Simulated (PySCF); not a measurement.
CF3 (SMILES F[C](F)F), doublet, at a GFN2-xTB geometry; CAMB3LYP/3-21G (PySCF).

PySCF was given this input:
```python
from pyscf import gto, scf, dft

mol = gto.Mole()
mol.atom = '''
    F    -0.619701    1.103304   -0.056819
    C    -0.009064   -0.008432    0.308886
    F    -0.640509   -1.086531   -0.117207
    F     1.266253   -0.011152   -0.031899
'''
mol.basis = '3-21g'
mol.charge = 0
mol.spin = 1
mol.verbose = 4
mol.build()

mf = dft.UKS(mol)
mf.xc = 'camb3lyp'
mf.init_guess = 'vsap'
mf.kernel()
mf.analyze()
```

The log (banner, timings and long lists left out):

```
PySCF version 2.14.0

[INPUT] verbose = 4
[INPUT] num. atoms = 4
[INPUT] num. electrons = 33
[INPUT] charge = 0
[INPUT] spin (= nelec alpha-beta = 2S) = 1
[INPUT] symmetry False subgroup None
[INPUT] Mole.unit = angstrom
[INPUT] Symbol           X                Y                Z      unit          X                Y                Z       unit  Magmom
[INPUT]  1 F     -0.619701000000   1.103304000000  -0.056819000000 AA   -1.171065169119   2.084942392137  -0.107372348672 Bohr   0.0
[INPUT]  2 C     -0.009064000000  -0.008432000000   0.308886000000 AA   -0.017128477593  -0.015934170682   0.583709943712 Bohr   0.0
[INPUT]  3 F     -0.640509000000  -1.086531000000  -0.117207000000 AA   -1.210386590319  -2.053246015850  -0.221489129882 Bohr   0.0
[INPUT]  4 F      1.266253000000  -0.011152000000  -0.031899000000 AA    2.392871374409  -0.021074225741  -0.060280373648 Bohr   0.0

nuclear repulsion = 123.637596379706
number of shells = 20
number of NR pGTOs = 60
number of NR cGTOs = 36
basis = 3-21g
ecp = {}

******** <class 'pyscf.dft.uks.UKS'> ********
method = UKS
initial guess = vsap
damping factor = 0
level_shift factor = 0
DIIS = <class 'pyscf.scf.diis.CDIIS'>
diis_start_cycle = 1
diis_space = 8
diis_damp = 0
SCF conv_tol = 1e-09
SCF conv_tol_grad = None
SCF max_cycles = 50
direct_scf = True
direct_scf_tol = 1e-13
number electrons alpha = 17  beta = 16
XC library pyscf.dft.libxc version 7.1.2
    S. Lehtola, C. Steigemann, M. J. T. Oliveira, and M. A. L. Marques,  SoftwareX 7, 1–5 (2018)
XC functionals = camb3lyp
    T. Yanai, D. P. Tew, and N. C. Handy,  Chem. Phys. Lett. 393, 51 (2004)
radial grids:
    Treutler-Ahlrichs [JCP 102, 346 (1995); DOI:10.1063/1.469408] (M4) radial grids

becke partition: Becke, JCP 88, 2547 (1988); DOI:10.1063/1.454033
pruning grids: <function nwchem_prune>
grids dens level: 3
symmetrized grids: False
atomic radii adjust function: <function treutler_atomic_radii_adjust>
small_rho_cutoff = 0
Set gradient conv threshold to 3.16228e-05
tot grids = 56904

init E= -335.588451358907
cycle= 1 E= -335.618891788102  delta_E= -0.0304  |g|= 0.119  |ddm|= 0.321
cycle= 2 E= -335.622978814874  delta_E= -0.00409  |g|= 0.0591  |ddm|= 0.135
cycle= 3 E= -335.624439083852  delta_E= -0.00146  |g|= 0.0239  |ddm|= 0.0523
cycle= 4 E= -335.624595143807  delta_E= -0.000156  |g|= 0.001  |ddm|= 0.0106
cycle= 5 E= -335.624596534605  delta_E= -1.39e-06  |g|= 0.000154  |ddm|= 0.00248
cycle= 6 E= -335.624596569452  delta_E= -3.48e-08  |g|= 2.42e-05  |ddm|= 0.000423
cycle= 7 E= -335.624596570087  delta_E= -6.34e-10  |g|= 6.26e-06  |ddm|= 4.15e-05
Extra cycle  E= -335.624596570102  delta_E= -1.55e-11  |g|= 6.23e-06  |ddm|= 9.24e-06
converged SCF energy = -335.624596570102  <S^2> = 0.75143259  2S+1 = 2.0014321
**** SCF Summaries ****
Total Energy =                        -335.624596570102085
Nuclear Repulsion Energy =             123.637596379705755
One-electron Energy =                 -711.823415174351226
Two-electron Energy =                  252.561222224543371
Two-electron Coulomb Energy =          289.187868927893305
DFT Exchange-Correlation Energy =      -36.626646703349948
**** MO energy ****
                             alpha | beta                alpha | beta
MO #1   energy= -24.6939675204933  | -24.6900194921356  occ= 1 | 1
MO #2   energy= -24.6930301819733  | -24.6890883280356  occ= 1 | 1
MO #3   energy= -24.6930279297891  | -24.6890861251426  occ= 1 | 1
MO #4   energy= -10.4485261070607  | -10.4327896597641  occ= 1 | 1
MO #5   energy= -1.42253957029586  | -1.41180079985866  occ= 1 | 1
MO #6   energy= -1.33048614968748  | -1.32080203573388  occ= 1 | 1
MO #7   energy= -1.33048532173931  | -1.32080127331429  occ= 1 | 1
MO #8   energy= -0.760603311396544 | -0.742833715538707 occ= 1 | 1
MO #9   energy= -0.666485675262681 | -0.655472996080877 occ= 1 | 1
MO #10  energy= -0.666484179250238 | -0.655471557399383 occ= 1 | 1
MO #11  energy= -0.646145234090318 | -0.602336933722765 occ= 1 | 1
MO #12  energy= -0.535682196091325 | -0.522954979167773 occ= 1 | 1
MO #13  energy= -0.535681392568436 | -0.522953828854706 occ= 1 | 1
MO #14  energy= -0.5089194833978   | -0.496479019718595 occ= 1 | 1
MO #15  energy= -0.508917670977128 | -0.496477829390026 occ= 1 | 1
MO #16  energy= -0.483846095203767 | -0.48049600185935  occ= 1 | 1
MO #17  energy= -0.312320173347142 | -0.0190185823257387 occ= 1 | 0
MO #18  energy= 0.23849260692268   | 0.250522356891817  occ= 0 | 0
MO #19  energy= 0.265838748254992  | 0.295882813424698  occ= 0 | 0
MO #20  energy= 0.265840340402027  | 0.295887142773761  occ= 0 | 0
MO #21  energy= 0.688581074357607  | 0.712760267162183  occ= 0 | 0
MO #22  energy= 0.702303956912064  | 0.712765614977261  occ= 0 | 0
MO #23  energy= 0.702305024307002  | 0.736461392419422  occ= 0 | 0
MO #24  energy= 1.03362548669675   | 1.06276572130239   occ= 0 | 0
MO #25  energy= 1.7948448800131    | 1.80386917079134   occ= 0 | 0

To work with the spin densities directly, `use mulliken_meta_spin()` only printing them here.

 ** Mulliken spin pop alpha/beta on meta-lowdin orthogonal AOs **
 ** Mulliken Spin Density (per AO)  **
spin_pop of  0 F 1s       -0.00000
spin_pop of  0 F 2s        0.00284
spin_pop of  0 F 3s        0.00003
spin_pop of  0 F 2px      -0.00308
spin_pop of  0 F 2py      -0.00243
spin_pop of  0 F 2pz       0.09363
spin_pop of  0 F 3px       0.00003
spin_pop of  0 F 3py       0.00004
spin_pop of  0 F 3pz       0.00037
spin_pop of  1 C 1s       -0.00001
spin_pop of  1 C 2s        0.21940
spin_pop of  1 C 3s        0.00428
spin_pop of  1 C 2px       0.00363
spin_pop of  1 C 2py       0.00357
spin_pop of  1 C 2pz       0.49223
spin_pop of  1 C 3px       0.00042
spin_pop of  1 C 3py       0.00042
spin_pop of  1 C 3pz       0.00177
spin_pop of  2 F 1s       -0.00000
spin_pop of  2 F 2s        0.00284
spin_pop of  2 F 3s        0.00003
spin_pop of  2 F 2px      -0.00313
spin_pop of  2 F 2py      -0.00446
spin_pop of  2 F 2pz       0.09571
spin_pop of  2 F 3px       0.00003
spin_pop of  2 F 3py       0.00004
spin_pop of  2 F 3pz       0.00037
spin_pop of  3 F 1s       -0.00000
spin_pop of  3 F 2s        0.00284
spin_pop of  3 F 3s        0.00003
spin_pop of  3 F 2px      -0.00265
spin_pop of  3 F 2py      -0.00200
spin_pop of  3 F 2pz       0.09277
spin_pop of  3 F 3px       0.00005
spin_pop of  3 F 3py       0.00002
spin_pop of  3 F 3pz       0.00037
 ** Mulliken Spin Density (per atom)  **
spin density of  0 F =      0.09143
spin density of  1 C =      0.72571
spin density of  2 F =      0.09143
spin density of  3 F =      0.09143
 ** Mulliken pop alpha/beta on meta-lowdin orthogonal AOs **
 ** Mulliken pop       alpha | beta **
pop of  0 F 1s        0.99987 | 0.99987
pop of  0 F 2s        0.91844 | 0.91560
pop of  0 F 3s        0.00163 | 0.00160
pop of  0 F 2px       0.91532 | 0.91839
pop of  0 F 2py       0.82165 | 0.82408
pop of  0 F 2pz       0.97274 | 0.87911
pop of  0 F 3px       0.00030 | 0.00028
pop of  0 F 3py       0.00032 | 0.00028
pop of  0 F 3pz       0.00053 | 0.00016
pop of  1 C 1s        0.99981 | 0.99982
pop of  1 C 2s        0.62768 | 0.40828
pop of  1 C 3s        0.00752 | 0.00323
pop of  1 C 2px       0.33471 | 0.33109
pop of  1 C 2py       0.33466 | 0.33109
pop of  1 C 2pz       0.76764 | 0.27541
pop of  1 C 3px       0.01584 | 0.01543
pop of  1 C 3py       0.01585 | 0.01543
pop of  1 C 3pz       0.00387 | 0.00209
pop of  2 F 1s        0.99987 | 0.99987
pop of  2 F 2s        0.91844 | 0.91560
pop of  2 F 3s        0.00163 | 0.00160
pop of  2 F 2px       0.91248 | 0.91561
pop of  2 F 2py       0.82885 | 0.83330
pop of  2 F 2pz       0.96838 | 0.87267
pop of  2 F 3px       0.00030 | 0.00028
pop of  2 F 3py       0.00031 | 0.00028
pop of  2 F 3pz       0.00054 | 0.00016
pop of  3 F 1s        0.99987 | 0.99987
pop of  3 F 2s        0.91844 | 0.91560
pop of  3 F 3s        0.00163 | 0.00160
pop of  3 F 2px       0.77906 | 0.78171
pop of  3 F 2py       0.95633 | 0.95833
pop of  3 F 2pz       0.97431 | 0.88154
pop of  3 F 3px       0.00033 | 0.00028
pop of  3 F 3py       0.00030 | 0.00028
pop of  3 F 3pz       0.00052 | 0.00016
In total            17.00000 | 16.00000
 ** Mulliken atomic charges   ( Nelec_alpha | Nelec_beta ) **
charge of  0F =     -0.17018  (     4.63081      4.53938 )
charge of  1C =      0.51055  (     3.10758      2.38187 )
charge of  2F =     -0.17019  (     4.63081      4.53938 )
charge of  3F =     -0.17018  (     4.63081      4.53938 )
Dipole moment(X, Y, Z, Debye): -0.00379, -0.00355,  0.13023
```
